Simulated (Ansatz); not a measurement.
Coupled-cluster diagnostics for cyclo-(GeH2)3 (Ge3H6), Ansatz.

Geometry of the singlet (PBE-D4/def2-SVP):

Cartesian coordinates in Å:
```
Ge -1.174 0.082 0.789
H -2.353 1.038 0.480
H -1.422 -0.768 2.060
Ge 0.064 -0.914 -1.081
H 0.571 -2.372 -0.946
H -0.367 -0.571 -2.529
Ge 1.110 0.832 0.292
H 2.256 0.434 1.256
H 1.316 2.239 -0.321
```

Correlated methods freeze 27 core orbitals; core or outer-core shells of Ge are correlated, in sets that lack core-valence functions.

Estimate the CCSD(T) correlation energy, the shares of MP2 and (T), T1 and the reference's ⟨S²⟩ for: charge 0, singlet, own geometry in def2-TZVP; and the rough time on 4 threads of Arm Neoverse V1 on a shared host.


```json
{"state": "charge 0, singlet, own geometry", "basis": "def2-TZVP", "correlation (eV)": "-22.163", "MP2 share (%)": "92.8", "(T) share (%)": "3.8", "T1": "0.012", "⟨S²⟩ (pure)": "0.00 (0.00)", "wall time": "82 s"}
```
Customary marks for T1 are 0.02 (closed shells), 0.045 (open shells) and about 0.05 (3d metals). T1 stays under 0.02 throughout.
